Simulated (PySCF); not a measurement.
Sn(H)3(OtBu), SMILES CC(C)(C)[O][SnH3] (C4H12OSn), GFN2-xTB optimised geometry.

```
18

Sn    -0.42     0.79     0.00
O     -1.12     0.24    -1.73
C     -1.03    -0.97    -2.44
C      0.43    -1.36    -2.66
C     -1.71    -0.70    -3.78
C     -1.76    -2.09    -1.70
H      1.25     0.79     0.00
H     -1.08     2.30     0.00
H     -0.99    -0.19     1.24
H      0.50    -2.23    -3.31
H      0.91    -1.58    -1.71
H      0.96    -0.53    -3.13
H     -1.19     0.11    -4.30
H     -1.69    -1.59    -4.40
H     -2.74    -0.40    -3.61
H     -1.25    -2.30    -0.76
H     -2.78    -1.78    -1.49
H     -1.77    -2.99    -2.30
```

Density from PySCF with B3LYP/def2-SVP, def2 effective core potentials past Kr at that geometry. The core electrons that the potentials of Sn replace are not part of the density.

Minimum of the electron density along straight lines between bonded atoms, close to the bond critical point (lines longer than 1.1 times the sum of covalent radii, or with two minima, are not listed):

| bond | length / Å | ρ at the minimum / e bohr⁻³ | ∇²ρ there / e bohr⁻⁵ | position (fraction from the first atom) |
|---|---|---|---|---|
| Sn1–O2 | 1.942 | 0.112 | 0.67 | 0.51 |
| O2–C3 | 1.405 | 0.258 | -0.41 | 0.66 |
| C3–C4 | 1.527 | 0.251 | -0.60 | 0.50 |
| C3–C5 | 1.531 | 0.250 | -0.59 | 0.51 |
| C3–C6 | 1.528 | 0.251 | -0.59 | 0.50 |
| Sn1–H7 | 1.674 | 0.116 | 0.16 | 0.63 |
| Sn1–H8 | 1.646 | 0.122 | 0.19 | 0.63 |
| Sn1–H9 | 1.675 | 0.116 | 0.17 | 0.63 |
| C4–H10 | 1.086 | 0.278 | -1.02 | 0.62 |
| C4–H11 | 1.090 | 0.275 | -0.99 | 0.62 |
| C4–H12 | 1.087 | 0.278 | -1.02 | 0.63 |
| C5–H13 | 1.086 | 0.278 | -1.03 | 0.63 |
| C5–H14 | 1.086 | 0.277 | -1.01 | 0.62 |
| C5–H15 | 1.086 | 0.278 | -1.03 | 0.63 |
| C6–H16 | 1.089 | 0.275 | -0.99 | 0.62 |
| C6–H17 | 1.087 | 0.278 | -1.02 | 0.63 |
| C6–H18 | 1.086 | 0.277 | -1.02 | 0.62 |
